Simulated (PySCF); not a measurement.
Labels have come off several samples. The candidates:

A. `InChI=1S/C6H5F4OP/c7-5-1-3-12(11,4-2-5)6(8,9)10/h1-5H/t5-,12+`
B. SMILES [SiH3][SiH]([SiH3])CCl
C. CH2=CHCHFCH3 (C=C[C@H](C)F)

Spectrum 1. 1H NMR (500 MHz, computed): δ 6.05 (m, 1H), 5.86 (m, 1H), 5.54 (m, 1H), 5.37 (dqq, J = 55.3, 6.9, 2.7 Hz, 1H), 1.39 (dd, J = 22.2, 6.9 Hz, 3H). 13C{1H} NMR (computed): δ 147.2 (CH, d, J = 14.6 Hz), 119.0 (CH2, d, J = 13.1 Hz), 93.0 (CH, d, J = 229.6 Hz), 24.6 (CH3, d, J = 22.3 Hz).

Spectrum 2. 1H NMR (500 MHz, computed): δ 7.61 (m, 2H), 6.62 (m, 2H), 5.62 (m, 1H). 13C{1H} NMR (computed): δ 160.2 (CH), 133.6 (C), 128.2 (CH), 89.2 (CH).

Spectrum 3. 1H NMR (500 MHz, computed): δ 4.22 (m, 1H), 3.50 (d, 6H), 3.08 (d, 2H). 13C{1H} NMR (computed): δ 33.0 (CH2).

Method: GIAO PBE0/pcSseg-1 shieldings, couplings computed with B3LYP/pcJ-1 (spin–dipole term left out of most H,H and C,H couplings), structure optimised with GFN2-xTB, in PySCF (in vacuum, non-relativistic, one computed conformer, rapidly exchanging positions averaged).

Scale: 1H (σref 31.72), 13C (σref 186.93) vs TMS (reference shieldings calculated alike). Multiplet labels drop J under 1 Hz and among equivalent protons, and merge close values. Unscaled 3J(H,H) run several per cent high. Splittings of carbon signals by F and P are missing where no couplings were computed. Where no couplings were computed, multiplicities follow the n + 1 count of equivalent neighbours, and m marks all less simple cases (inequivalent or close neighbours, rings, F or P nearby). Vicinal couplings that depend on rotamer populations or ring flexing (ring, CH–CH, X–H and H–F types) are those of the one conformer. One-bond C–F couplings are unscaled and too large by tens of Hz. Shifts are as computed. Against solution values, carbons near 30 ppm lie about +3 ppm off and those near 130 ppm about +5 ppm; carbons on Cl a further +6 ppm. Of 1211 compounds with measured shifts, 218 miss one by over three times the rms of a fit or turn the order of signals round; such compounds aren't used in these exercises. Carbons bonded to Cl come out too deshielded.

**Question.** Match each spectrum to its structure.

**Answer.** 1–C, 2–A, 3–B.

- Spectrum 1 (C): 4 13C signals; δC 147.2 is an alkene CH; δC 119.0 is a terminal =CH2 carbon.
- Spectrum 2 (A): 4 13C signals; δC 160.2 is an alkene CH; δC 133.6 is a CF3 carbon.
- Spectrum 3 (B): a single 13C signal, at 33.0 ppm (sp3 CH2 bonded to Cl and Si); δH 3.08 is the hydrogen on an sp3 CH2 bonded to Cl and Si; δH 4.22 is the hydrogen on a silicon bonded to C, 2 Si.
